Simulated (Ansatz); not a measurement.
Start from `[CH3][Y]([NH2])[NH2]` and change one atom or group to get `[NH2][Y]([NH2])[F]`.

Ansatz, PBE0-D4/def2-TZVP geometries, multiplicity 1. Each molecule was computed in one conformer, which needn't be the lowest.

Elements past krypton have def2 core potentials.

```json
{"property": "HOMO–LUMO gap (PBE/def2-TZVPP) / eV", "`[CH3][Y]([NH2])[NH2]`": "3.01"}
{"property": "HOMO energy (PBE/def2-TZVPP) / eV", "`[CH3][Y]([NH2])[NH2]`": "-5.06"}
{"property": "size of the dipole moment (PBE/def2-TZVPP) / D", "`[CH3][Y]([NH2])[NH2]`": "1.44"}
{"property": "LUMO energy (ωB97M-V/def2-TZVPP) / eV", "`[CH3][Y]([NH2])[NH2]`": "-0.07"}
{"property": "LUMO energy (PBE0/def2-TZVPP) / eV", "`[CH3][Y]([NH2])[NH2]`": "-1.31"}
{"property": "LUMO energy (PBE/def2-TZVPP) / eV", "`[CH3][Y]([NH2])[NH2]`": "-2.05"}
```

(1) Give the same properties after the change, and the shifts. (An estimate is asked.)

Answers

(1) Computed: 
```json
{"property": "HOMO–LUMO gap (PBE/def2-TZVPP) / eV", "`[NH2][Y]([NH2])[F]`": "3.19", "shift": "0.18"}
{"property": "HOMO energy (PBE/def2-TZVPP) / eV", "`[NH2][Y]([NH2])[F]`": "-5.41", "shift": "-0.35"}
{"property": "size of the dipole moment (PBE/def2-TZVPP) / D", "`[NH2][Y]([NH2])[F]`": "2.09", "shift": "0.65"}
{"property": "LUMO energy (ωB97M-V/def2-TZVPP) / eV", "`[NH2][Y]([NH2])[F]`": "-0.23", "shift": "-0.16"}
{"property": "LUMO energy (PBE0/def2-TZVPP) / eV", "`[NH2][Y]([NH2])[F]`": "-1.48", "shift": "-0.17"}
{"property": "LUMO energy (PBE/def2-TZVPP) / eV", "`[NH2][Y]([NH2])[F]`": "-2.22", "shift": "-0.17"}
```

With PBE0 the HOMO falls by 0.43 eV and the LUMO falls by 0.17 eV, so the gap widens by about 0.26 eV. PBE moves the HOMO by -0.35 eV and ωB97M-V by -0.51 eV. Dipoles are sizes alone; their direction can turn.
